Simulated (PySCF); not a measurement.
Compound: C6H11FSi2.
Geometry (GFN2-xTB, Å), atoms numbered from 1 in this order:
```
atom  x, y, z in Å
C1     4.8068    0.6608   -0.5569
C2     3.8528   -0.0088   -0.2608
Si3    2.3852   -1.0329    0.2004
Si4    0.4771    0.1307   -0.3854
C5    -1.0614   -0.8693   -0.9598
C6    -1.9278   -0.2206    0.1355
C7    -2.8759    0.7970   -0.4727
F8    -3.6087    1.4361    0.5014
C9    -0.8305    0.4577    0.9786
H10    5.6416    1.2470   -0.8168
H11    2.5451   -2.3158   -0.5003
H12    2.5113   -1.2917    1.6425
H13    0.6663    1.3128   -1.2474
H14   -0.9784   -1.9459   -0.8212
H15   -1.4447   -0.7046   -1.9648
H16   -2.5182   -0.9424    0.7068
H17   -2.3221    1.5736   -1.0113
H18   -3.6004    0.3229   -1.1443
H19   -0.6516   -0.0798    1.9086
H20   -1.0715    1.4838    1.2455
```

Definitions: NICS(0) = −σiso at the ring centroid; NICS(1) = −σiso and NICS(1)zz = −σzz at ±1 Å along the ring normal z. Level: GIAO PBE0/pcSseg-1 (PySCF, non-relativistic, gas phase) on the GFN2-xTB geometry, one conformer.

Ring bond lengths (Å), with Mayer bond orders in brackets: Si4–C5 1.923 (0.91), C5–C6 1.540 (0.96), C6–C9 1.541 (0.96), C9–Si4 1.918 (0.92).

Task: Give the NICS values of each ring in ppm.

Result: 
```tsv
ring	type	NICS(0)	NICS(1), two faces	NICS(1)zz, two faces	rms pucker (Å)	centre to ring atoms, mean (Å)
Si4–C5–C6–C9	4-membered ring with Si; formal bonds all single	1.1	-0.5 / -0.2	5.5 / 6.7	0.07	1.22
```

Task: What can be read from them?

Result: 
- Si4–C5–C6–C9: mean NICS(1)zz 6.1 ppm, deshielded. Si4, C5, C6, C9 have four or more neighbours; no verdict on aromaticity is drawn.

Task: What is the mean of the two in-plane components of NICS at the first NICS(1) probe listed for ring Si4–C5–C6–C9, 1 Å off the ring?

Result: The isotropic value is a third of the trace: (3 × -0.5 − (5.5))/2 = -3.5 ppm.

Task: What are the shieldings of the ring atoms and their hydrogens in the same run (means over atoms taken as equivalent)?

Result: 
```csv
atoms,environment,σ isotropic (ppm)
Si4,SiH silicon,382.0
C5 (×2),sp3 carbon bound to silicon,174.6
C6,four-membered-ring carbon,149.4
H13,Si–H hydrogen,26.58
H14 (×2),methylene hydrogen,30.18
H15 (×2),methylene hydrogen,30.61
H16,methine hydrogen,28.87
```
